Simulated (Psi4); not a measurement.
Level of theory: SAPT0/jun-cc-pVDZ, frozen core (Psi4 1.11).

Psi4 input:

```
molecule {
0 1
C -0.02647975 0.00021312 0.00000000
N 1.11965419 -0.00896901 -0.00000000
H -1.09317444 0.00875589 0.00000000
--
0 1
Si -1.80971661 -3.13622789 -0.76091547
H -1.63725217 -2.22629431 0.39394943
H -1.25397917 -4.46722714 -0.42770672
H -3.25042666 -3.26753268 -1.07483698
H -1.09720918 -2.58386102 -1.93507753
units angstrom
symmetry c1
no_reorient
no_com
}
set basis jun-cc-pvdz
set scf_type df
set freeze_core true
energy('sapt0')
```

Part of the output:

```
    SAPT Results
  --------------------------------------------------------------------------------------------------------
    Electrostatics                 -1.47976670 [mEh]      -0.92856762 [kcal/mol]      -3.88512694 [kJ/mol]
      Elst10,r                     -1.47976670 [mEh]      -0.92856762 [kcal/mol]      -3.88512694 [kJ/mol]

    Exchange                        5.24414485 [mEh]       3.29075058 [kcal/mol]      13.76850041 [kJ/mol]
      Exch10                        5.24414485 [mEh]       3.29075058 [kcal/mol]      13.76850041 [kJ/mol]
      Exch10(S^2)                   5.21868214 [mEh]       3.27477249 [kcal/mol]      13.70164808 [kJ/mol]

    Induction                      -0.77684668 [mEh]      -0.48747865 [kcal/mol]      -2.03961068 [kJ/mol]
      Ind20,r                      -1.62860697 [mEh]      -1.02196630 [kcal/mol]      -4.27590702 [kJ/mol]
      Exch-Ind20,r                  1.22963725 [mEh]       0.77160902 [kcal/mol]       3.22841216 [kJ/mol]
      delta HF,r (2)               -0.37787696 [mEh]      -0.23712137 [kcal/mol]      -0.99211582 [kJ/mol]

    Dispersion                     -1.94082989 [mEh]      -1.21788914 [kcal/mol]      -5.09564817 [kJ/mol]
      Disp20                       -2.21185513 [mEh]      -1.38796005 [kcal/mol]      -5.80722483 [kJ/mol]
      Exch-Disp20                   0.27102524 [mEh]       0.17007091 [kcal/mol]       0.71157667 [kJ/mol]
      Disp20 (SS)                  -1.10592756 [mEh]      -0.69398002 [kcal/mol]      -2.90361242 [kJ/mol]
      Disp20 (OS)                  -1.10592756 [mEh]      -0.69398002 [kcal/mol]      -2.90361242 [kJ/mol]
      Exch-Disp20 (SS)              0.15576908 [mEh]       0.09774657 [kcal/mol]       0.40897167 [kJ/mol]
      Exch-Disp20 (OS)              0.11525616 [mEh]       0.07232433 [kcal/mol]       0.30260500 [kJ/mol]

  Total HF                          2.98753147 [mEh]       1.87470430 [kcal/mol]       7.84376278 [kJ/mol]
  Total SAPT0                       1.04670158 [mEh]       0.65681516 [kcal/mol]       2.74811462 [kJ/mol]
```
